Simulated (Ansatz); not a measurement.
Program: Ansatz. Geometries: PBE0-D4/def2-TZVP. ΔE: electronic, gas phase. CCSD(T)/CBS adds triple-zeta CCSD(T) − MP2 to the extrapolated MP2 energy (def2 sets, frozen cores). Functionals use def2-TZVPP. def2 core potentials past Kr. For In, W outer-core shells are correlated without core-valence functions, which leaves a few kJ/mol of doubt a bond. One conformer a species, not always the lowest.

Consider the redistribution: `[NH2][W](=[O])(=[O])[Cl]` + `C[CH2][In]([Cl])[Cl]` → `[O]=[W](=[O])([Cl])[Cl]` + `C[CH2][In]([NH2])[Cl]`.

`[NH2][W](=[O])(=[O])[Cl]`:

Cartesian coordinates in Å:
```
N 1.182 -0.251 -0.063
W -0.711 0.104 0.004
O -1.251 0.365 -1.589
O -1.475 -1.263 0.672
Cl -1.161 1.936 1.278
H 1.641 -0.932 0.524
H 1.775 0.041 -0.827
```

`C[CH2][In]([Cl])[Cl]`:

```xyz
10

C     0.762   -1.065    0.570
C    -0.171    0.120    0.759
In   -0.723    1.079   -1.079
Cl    0.125    0.391   -3.137
Cl   -2.184    2.873   -1.311
H     0.311   -1.848   -0.042
H     1.015   -1.510    1.537
H     1.698   -0.777    0.087
H     0.276    0.902    1.377
H    -1.109   -0.165    1.239
```

`[O]=[W](=[O])([Cl])[Cl]`:

```xyz
5

O    -0.526    0.249   -1.648
W     0.039    0.050   -0.066
O     1.456    0.965    0.065
Cl   -1.496    0.859    1.373
Cl    0.527   -2.123    0.277
```

`C[CH2][In]([NH2])[Cl]`:

Z-matrix (Å, degrees):
```
C
C 1 1.521
H 1 1.092 2 111.9
H 1 1.095 2 110.8 3 -120.1
H 1 1.092 2 111.9 3 119.8
In 2 2.143 1 113.1 3 -58.8
H 2 1.093 1 111.7 3 -179.8
H 2 1.093 1 111.6 3 61.1
Cl 6 2.359 2 115.6 1 4.7
N 6 2.005 2 135.9 1 177.5
H 10 1.008 6 120.5 2 29.1
H 10 1.009 6 117.0 2 167.9
```

```tsv
species	r2SCAN-D4 energy (Eh)
`[NH2][W](=[O])(=[O])[Cl]`	-733.94669
`C[CH2][In]([Cl])[Cl]`	-1189.88730
`[O]=[W](=[O])([Cl])[Cl]`	-1138.20041
`C[CH2][In]([NH2])[Cl]`	-785.60681
```

**Question.** Work out ΔE.

**Answer.** ΔE = (-1138.20041) + (-785.60681) − (-733.94669) − (-1189.88730) = 0.02677 Eh = +16.8 kcal/mol. CCSD(T)/CBS gives +15.7 kcal/mol.

Largest T1 diagnostic among the species: 0.022, so the coupled-cluster value is less sure than usual.

From PBE to PBE0 (25 % exact exchange), in def2-TZVPP and without D4, ΔE moves by +1.4 kcal/mol. In def2-TZVPP, CCSD(T) changes the Hartree–Fock value by −6.5 kcal/mol (the triples alone add −1.3 kcal/mol) and MP2 by −10.0 kcal/mol.
